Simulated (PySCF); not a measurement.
# Ionisation energy of Ru⁺ by level of theory

Ru⁺ [Kr] 4d7 (4F) → Ru²⁺ [Kr] 4d6 (5D), as a difference of total energies. All numbers are calculated (PySCF 2.14, the spin-free X2C one-electron Hamiltonian (Gaussian nucleus), in x2c-TZVPPall). Correlated levels: valence: [Kr] frozen. The calculations carry no spin-orbit coupling.

| method | ionisation energy (eV) |
| --- | --- |
| UHF | 14.918 |
| MP2 (valence) | 16.319 |
| SCS-MP2 (valence) | 16.469 |
| CCSD (valence) | 16.241 |
| CCSD(T) (valence) | 16.314 |

Task: How much does correlation contribute at CCSD(T) (valence)?

Result: 16.314 − (14.918) = 1.396 eV, measured against UHF.

The reference lies between the lowest fine-structure levels, while these numbers refer to the centres of the terms.

Errors of the correlated levels include the incompleteness of this basis and the frozen core.

For comparison: 16.76 ± 0.06 eV (semi-empirical (NIST evaluation); NIST Atomic Spectra Database, ionization energies).
